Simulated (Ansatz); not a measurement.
`FC(F)(F)Cc1ccccc1` and `SCc1ccccc1` differ in one atom or group.

Ansatz, PBE0-D4/def2-TZVP geometries, multiplicity 1. Each molecule was computed in one conformer, which needn't be the lowest.

```json
{"property": "HOMO energy (ωB97M-V/def2-TZVPP) / eV", "`FC(F)(F)Cc1ccccc1`": "-9.52"}
{"property": "size of the dipole moment (ωB97M-V/def2-TZVPP) / D", "`FC(F)(F)Cc1ccccc1`": "2.27"}
{"property": "LUMO energy (PBE/def2-TZVPP) / eV", "`FC(F)(F)Cc1ccccc1`": "-1.42"}
{"property": "LUMO energy (ωB97M-V/def2-TZVPP) / eV", "`FC(F)(F)Cc1ccccc1`": "1.47"}
{"property": "size of the dipole moment (PBE/def2-TZVPP) / D", "`FC(F)(F)Cc1ccccc1`": "2.10"}
{"property": "HOMO–LUMO gap (PBE0/def2-TZVPP) / eV", "`FC(F)(F)Cc1ccccc1`": "6.91"}
```

(1) What does the change do to each property? (An estimate is asked.)

Results:

(1) The calculation gave: 
| property | `SCc1ccccc1` | shift |
| --- | --- | --- |
| HOMO energy (ωB97M-V/def2-TZVPP) / eV | -8.86 | 0.66 |
| size of the dipole moment (ωB97M-V/def2-TZVPP) / D | 1.36 | -0.91 |
| LUMO energy (PBE/def2-TZVPP) / eV | -1.40 | 0.02 |
| LUMO energy (ωB97M-V/def2-TZVPP) / eV | 1.50 | 0.03 |
| size of the dipole moment (PBE/def2-TZVPP) / D | 1.34 | -0.76 |
| HOMO–LUMO gap (PBE0/def2-TZVPP) / eV | 6.21 | -0.70 |

Dipoles are sizes alone; their direction can turn.
